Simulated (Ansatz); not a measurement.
Task: Name a neutral molecule of B, C, F and H with size of the dipole moment (B3LYP/def2-TZVPP) between 1.15 and 1.45 D and HOMO–LUMO gap (PBE/def2-TZVPP) between 4.70 and 5.00 eV (Ansatz, PBE0-D4/def2-TZVP geometry).

Result: `BCB(C)F` (1.39 D, 4.72 eV); `BCBF` (1.17 D, 4.78 eV); `CBC(C)F` (1.43 D, 4.76 eV); `CC(F)BF` (1.20 D, 4.99 eV). Other molecules can fit too; these were computed, each in one conformer that needn't be the lowest.

B3LYP here is the variant with VWN-RPA as its local correlation; programs differ in this.
